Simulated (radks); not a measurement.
Results of a calculation; reference values are marked as such.
Valence configurations of Si+ (all share [Ne]). Level of theory: scalar-relativistic Kohn-Sham, r2SCAN, spin-polarised, spherical densities, finite nucleus; open shells are filled with parallel spins first; meta-GGA in the generalised Kohn-Sham scheme; Fermi nuclear charge, rms radius 3.1224 fm (a radial shooting solver on a logarithmic mesh with Libxc functionals). Energies are relative to 3s2 3p1; eigenvalues in eV for spin up.

valence      E (eV)  moment (Bohr magnetons)    e(3p)    e(3s)
3s2 3p1       0.000                        1  -12.173  -19.968
3s1.5 3p1.5   2.760                        2  -12.949  -20.911
3s1 3p2       4.531                        3  -13.503  -21.570
3s0.5 3p2.5   8.563                        3  -13.808  -21.869
3p3          12.588                        3  -14.096        -

NIST lists [Ne] 3s2 3p1 as the ground configuration; this level of theory agrees among the configurations tried. The energies are those of spherical high-spin densities, not of single terms.
